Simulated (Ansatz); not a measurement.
Geometry optimisation, RHF/def2-SVP (Ansatz 0.2.0).

Input:

```yaml
crystal:
  periodic: [false, false, false]
  atoms:
    - { symbol: Ge, position_ang: [0.273056, 0.068326, -0.153109] }
    - { symbol: F, position_ang: [0.11342, -0.090507, 1.543494] }
    - { symbol: H, position_ang: [1.777034, -0.05849, -0.414613] }
    - { symbol: H, position_ang: [-0.239601, 1.444921, -0.546181] }
    - { symbol: H, position_ang: [-0.488263, -1.085726, -0.794783] }
    - { symbol: S, position_ang: [-3.004464, 0.114395, 0.955101] }
    - { symbol: H, position_ang: [-3.232991, -1.189023, 0.780164] }
    - { symbol: H, position_ang: [-1.989191, -0.076696, 1.853527] }
basis:
  gaussian: { orbitals: def2-SVP }
hamiltonian:
  xc: hf
relax:
  f_tol: 0.03
  max_steps: 50
output:
  orbitals: {}
```

Command:

```bash
$ ansatz run input.yaml --threads 1 --pin off --max-ram 2048MiB --backend cpu --events-out ev --progress --plain --runs-dir out
```

Problem. Where does it end, and by what steps?

Solution. The forces met the threshold. The force dipped under the threshold on the way, but the program's further checks kept it going. After 8 steps the energy has fallen by 0.120 eV; H7 moved furthest, 0.40 Å.

```tsv
step	energy less start (eV)	largest force component (eV/Å)	accepted
0	0.0000	1.047	yes
1	-0.0894	0.474	yes
2	-0.1116	0.246	yes
3	-0.1087	0.265	no
4	-0.1170	0.024	yes
5	-0.1187	0.062	yes
6	-0.1190	0.054	yes
7	-0.1195	0.092	yes
8	-0.1198	0.011	yes
```

```xyz
8
Properties=species:S:1:pos:R:3
Ge 0.475 0.081 -0.259
F 0.145 -0.159 1.429
H 1.992 -0.009 -0.400
H -0.055 1.466 -0.615
H -0.238 -1.040 -1.007
S -3.350 0.066 1.141
H -3.517 -1.255 1.053
H -2.242 -0.024 1.880
```

The run took 19 s on 1 thread of Arm Neoverse V2, with other jobs on the host, peak memory 0.17 GiB.
